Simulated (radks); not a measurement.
The numbers below are computed, except where a source is named.
Task: Radial electron density D(r) = 4 pi r^2 rho(r) of an atom or ion with 36 electrons. Level of theory: Dirac Kohn-Sham, PBE, spin-unpolarised, spherical densities, finite nucleus; Fermi nuclear charge, rms radius of each element as measured or else 0.836 A^(1/3) + 0.57 fm (a radial shooting solver on a logarithmic mesh with Libxc functionals).

```
   r/bohr * D(r) (the largest magnitude, 61.6, reaches the edge; | marks zero)
  0.00539 |          *
 0.006127 |            *
 0.007019 |               *
 0.007978 |                  *
  0.00914 |                      *
  0.01039 |                         *
   0.0119 |                             *
  0.01353 |                                 *
   0.0155 |                                     *
  0.01761 |                                        *
  0.02018 |                                          *
  0.02293 |                                            *
  0.02628 |                                            *
  0.02986 |                                            *
  0.03421 |                                          *
  0.03889 |                                        *
  0.04455 |                                      *
  0.05063 |                                     *
  0.05801 |                                      *
  0.06593 |                                        *
  0.07554 |                                            *
  0.08585 |                                                *
  0.09836 |                                                    *
   0.1118 |                                                      *
   0.1281 |                                                     *
   0.1456 |                                                *
   0.1668 |                                          *
   0.1895 |                                    *
   0.2172 |                               *
   0.2468 |                               *
   0.2828 |                                 *
   0.3214 |                                    *
   0.3682 |                                      *
   0.4185 |                                   *
   0.4794 |                             *
   0.5449 |                     *
   0.6243 |              *
   0.7096 |          *
   0.8129 |         *
   0.9239 |         *
    1.059 |         *
    1.203 |        *
    1.378 |      *
    1.567 |    *
    1.795 |  *
     2.04 | *
    2.337 |*
    2.656 *
    3.043 *
    3.459 *
    3.963 *
    4.504 *
     5.16 *
```

What is the nuclear charge?

Result: Z = 40. The innermost maximum, from 1s, lies near gamma/Z bohr with gamma = sqrt(1 - (Z/c)^2) = 0.956, here 0.0239 bohr (found: 0.0261), and its height grows with Z. The density is that of the zirconium ion Zr4+ in [Ar] 3d8 4s2 4p6 4d2; the configuration itself is not fixed sharply by these data, and Z only to a few units. D(r) has 4 maxima, at r = 0.0261, 0.115, 0.362, 1.02 bohr, and minima at 0.0527, 0.235, 0.853 bohr, inside which lie 2.06, 10.99, 27.10 electrons.
